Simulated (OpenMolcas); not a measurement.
# Pm3+ in CsCaF3

Pm3+ with its 6 nearest fluoride ions at 2.274 Å, on the Ca site of CsCaF3 (a = 4.526 Å, distance in the model lattice 2.263 Å). The rest of the host is ab initio model potentials to 7.6 Å, with orthogonalisation functions on the cations behind the ligands, and point charges beyond; the distance is set by hand and nothing relaxes, and no local charge compensation is placed. Ligand basis ANO-RCC-VDZP.
```
Pm    0.0000    0.0000    0.0000
F     2.2740    0.0000    0.0000
F     0.0000    2.2740    0.0000
F    -2.2740    0.0000    0.0000
F     0.0000   -2.2740    0.0000
F     0.0000    0.0000    2.2740
F     0.0000    0.0000   -2.2740
```

| Property | Result |
| --- | --- |
| Program | OpenMolcas |
| Method | CASSCF |
| Basis | ANO-RCC-VDZP [7s6p4d2f1g] |
| Scalar Hamiltonian | DKH2, point nucleus |
| Active space | 4 electrons in 7 orbitals (4f) |
| State averaging | 2S+1 = 5 even, 35 roots (32 in the spin-orbit step); 2S+1 = 3 even, 117 roots kept (CI in the orbitals of an earlier block, 106 in the spin-orbit step); 2S+1 = 1 even, 75 roots kept (CI in the orbitals of an earlier block, 31 in the spin-orbit step) |
| Spin-orbit coupling | RASSI with atomic mean-field integrals over the reference wave functions |

The lowest spin-free states (labels of O, the rotations of Oh), above the lowest:

| State | Degeneracy | E (cm-1) | Free-ion L (%) |
| --- | --- | --- | --- |
| 5T2 | 3 | 0.0 | I (100) |
| 5A1 | 1 | 35.3 | I (100) |
| 5T1 | 3 | 104.2 | I (100) |
| 5E | 2 | 493.1 | I (100) |
| 5T2 | 3 | 646.6 | I (100) |
| 5A2 | 1 | 831.7 | I (100) |
| 5A2 | 1 | 14952 | F (100) |
| 5T2 | 3 | 15162 | F (100) |
| 5A1 | 1 | 15274 | S (99) |
| 5T1 | 3 | 15670 | F (100) |
| 3T1 | 3 | 18105 | K (99) |
| 3T2 | 3 | 18143 | K (100) |
| 3A2 | 1 | 18209 | K (100) |
| 3T2 | 3 | 18277 | K (100) |
| 3T1 | 3 | 18280 | K (99) |
| 3E | 2 | 18288 | K (100) |
| 3T1 | 3 | 22803 | H (99) |
| 3E | 2 | 22857 | H (98) |
| 5A1 | 1 | 23240 | G (99) |
| 3T2 | 3 | 23432 | H (97) |

The lowest levels with spin-orbit coupling:

```csv
E (cm-1),Degeneracy,Label,2S+1,J,|mJ| (%)
0.0,3,T2,5,3.99,3 (58)
307.6,1,A1,5,4.01,0 (58)
320.8,3,T1,5,4.03,1 (56)
350.4,2,E,5,4.04,2 (50)
1744,3,T1,5,4.97,3 (57)
1785,2,E,5,4.96,2 (50)
1788,3,T2,5,5.02,2 (33)
1894,3,T1,5,5.02,5 (34)
3443,1,A1,5,5.98,4 (87)
3477,3,T1,5,5.98,4 (33)
3506,3,T2,5,5.98,3 (34)
3529,1,A2,5,6.01,2 (69)
3601,3,T2,5,6.01,1 (50)
3602,2,E,5,6.02,0 (43)
5262,3,T1,5,6.98,5 (55)
5324,2,E,5,6.97,4 (49)
5337,3,T2,5,6.98,3 (41)
5357,1,A2,5,6.98,2 (54)
5483,3,T1,5,7.02,7 (34)
5511,3,T2,5,7.01,2 (33)
```

Powder χT (cm3 K/mol): 0.553 at 2 K, 0.563 at 10 K, 0.613 at 50 K, 0.678 at 100 K, 0.804 at 200 K, 0.894 at 300 K. The effective moment at 300 K is 2.828 √(χT) = 2.67 μB.

Hund's rules give f4 the level 5I4 with g = 0.600, so an isolated free-ion multiplet has χT = g² J(J+1) / 8 = 0.900 cm3 K/mol. The computed 0.894 at 300 K differs by -1 %, through the field's splitting, the mixing of terms and any other multiplet in reach.

Stevens parameters of the J = 4 multiplet, which is 350 cm-1 wide (cm-1, z along the main axis): B40 = 1.203e-01, B44 = 6.081e-01, B60 = 1.196e-03, B64 = -2.539e-02.

Metal share of the active 4f orbitals (Löwdin): 99, 99, 99, 100, 100, 100, 100 %; Mulliken charge of the metal 2.50.

High states are left out of the spin-orbit mixing, which shifts the levels that they would mix with. Without dynamic correlation the ligand-field splitting of an f shell can come out too small, at times by half. The first state left out of the spin-orbit step lies near 39000 cm-1 above the lowest spin-free state of the reference (among the parities and spins computed), and the lists stop at four fifths of that energy or lower. No measured value stands beside these numbers; the geometry was set by hand and not optimised.
